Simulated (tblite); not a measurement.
Compound: C3H7FO3Si2.
Cartesian coordinates in Å at the GFN2-xTB level; atoms count from 1:
```xyz
16
C3H7FO3Si2 angstrom
O      1.380    1.448    0.277
C      1.500    0.246    0.334
O      2.693   -0.355    0.199
C      0.374   -0.691    0.482
Si    -0.209   -1.035   -1.335
O     -1.111    0.308   -1.499
Si    -1.546    1.214   -0.186
C     -0.784    0.048    1.145
F     -1.753   -0.882    1.510
H      3.383    0.311    0.053
H      0.674   -1.585    1.024
H     -1.040   -2.229   -1.360
H      0.863   -0.957   -2.313
H     -2.998    1.114   -0.116
H     -0.965    2.533   -0.306
H     -0.468    0.520    2.080
```

All values are computed: GFN2-xTB (tblite) harmonic vibrations without scaling, gas phase. The method is semi-empirical: single wavenumbers can be off by several per cent or more. Modes of hydrogen on silicon can be 10 to 20 % off. One conformer, not necessarily the lowest.

Harmonic wavenumbers (cm⁻¹): 65.0, 74.2, 114.6, 147.2, 162.0, 259.6, 324.2, 355.9, 378.8, 483.3, 504.4, 526.7, 555.5, 576.0, 587.9, 621.6, 626.9, 645.5, 665.6, 698.2, 753.0, 762.7, 776.7, 789.5, 939.3, 971.7, 1002.7, 1046.8, 1077.3, 1115.5, 1171.9, 1218.1, 1283.0, 1305.0, 1740.6, 2328.4, 2340.1, 2359.1, 2415.5, 2937.9, 2995.1, 3443.4.

A = 1632, B = 1024, C = 978.3 MHz; mass 165.992 u (most abundant isotopes); point group C1, symmetry number 1.

Zero-point energy?

Half the sum of the wavenumbers: 21573 cm⁻¹ = 258.07 kJ/mol.

Entropy at 298.15 K, 1 bar (ideal gas, RRHO, classical rotation)?

Translation 172.61, rotation 124.12, vibration 120.47: S = 417.2 J/(mol K).

And Cp and H(298.15 K) − H(0)?

Cp = 173.13 J/(mol K), of which vibrations give 139.87 (their classical limit is 42 R = 349.2); H(298.15 K) − H(0) = 29.85 kJ/mol without the zero-point energy, 19.93 from vibrations.

How do the functions run with temperature in this model?

```csv
T (K),S (J/(mol K)),Cp (J/(mol K)),H − H(0) (kJ/mol),G − H(0) (kJ/mol),ln q(vib)
150,326.2,98.6,9.58,-39.34,2.61
250,388.7,150.5,22.05,-75.13,5.16
400,473.9,212.5,49.58,-139.96,9.22
600,570.5,263.2,97.60,-244.71,14.57
900,686.2,305.9,183.62,-433.95,21.88
```

q(vib) and H(0) count from the zero-point level.

Blend soft modes into free rotors: weight 1/[1 + (100 cm⁻¹/ν̃)⁴] for the oscillator and the rest for a rotor with moment μB/(μ + B), μ = h/(8π²ν), B = 10⁻⁴⁴ kg m². What vibrational entropy results?

113.12 J/(mol K) in place of 120.47, which changes −T·S at 298.15 K by +2.19 kJ/mol.

What must be added to the electronic energy to get the Gibbs energy at 298.15 K and 1 bar?

ZPE + [H(298.15 K) − H(0)] − T·S = 258.07 + 29.85 − 124.39 = 163.53 kJ/mol.

Which modes carry the vibrational entropy at 298.15 K?

65.0 cm⁻¹: 17.99; 74.2 cm⁻¹: 16.90; 114.6 cm⁻¹: 13.34; 147.2 cm⁻¹: 11.33; 162.0 cm⁻¹: 10.57; 259.6 cm⁻¹: 6.96 J/(mol K); the other 36 give 43.38 together.

Hindered rotation and anharmonicity are outside this model. Other conformers, if any are populated, would add a mixing term that is left out. The structure is chiral; the term R ln 2 for an equal mix with its mirror image is left out.
